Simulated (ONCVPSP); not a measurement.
**An all-electron radial function and its pseudo partner (zinc (Zn))**

Columns: radius, all-electron u(r) and pseudo u(r) of the 3d shell (level -10.23 eV) of zinc in the configuration [Ne] 3s2 3p6 3d10 4s2; PW91, scalar-relativistic, ONCV scheme, ONCVPSP 4.0.1.

| r (bohr) | all-electron | pseudo |
| --- | --- | --- |
| 0.062 | 0.0409 | 0.0041 |
| 0.125 | 0.1946 | 0.0319 |
| 0.188 | 0.4045 | 0.1010 |
| 0.250 | 0.6069 | 0.2164 |
| 0.312 | 0.7743 | 0.3745 |
| 0.375 | 0.8993 | 0.5638 |
| 0.438 | 0.9802 | 0.7599 |
| 0.500 | 1.0226 | 0.9347 |
| 0.562 | 1.0359 | 1.0706 |
| 0.625 | 1.0273 | 1.1551 |
| 0.688 | 1.0032 | 1.1827 |
| 0.750 | 0.9695 | 1.1607 |
| 0.812 | 0.9298 | 1.1020 |
| 0.875 | 0.8860 | 1.0190 |
| 0.938 | 0.8407 | 0.9276 |
| 1.000 | 0.7960 | 0.8424 |
| 1.062 | 0.7520 | 0.7704 |
| 1.125 | 0.7087 | 0.7129 |
| 1.188 | 0.6671 | 0.6673 |
| 1.250 | 0.6280 | 0.6279 |
| 1.312 | 0.5909 | 0.5909 |
| 1.375 | 0.5553 | 0.5552 |
| 1.438 | 0.5217 | 0.5217 |
| 1.500 | 0.4906 | 0.4906 |
| 1.562 | 0.4615 | 0.4614 |
| 1.625 | 0.4336 | 0.4335 |

(1) How many radial nodes do the two functions have?

(2) At about which radius was the pseudo-wave matched?

(3) Is the pseudo-wave norm-conserving?

Answers

(1) The all-electron 3d function has n − l − 1 = 0; the pseudo-wave has 0.

(2) 1.25 bohr, where the columns begin to agree (steps of 0.06 bohr).

(3) Yes: the ONCV scheme keeps the norm inside the radius equal to the all-electron one, which fixes the energy derivative of the logarithmic derivative at the level.
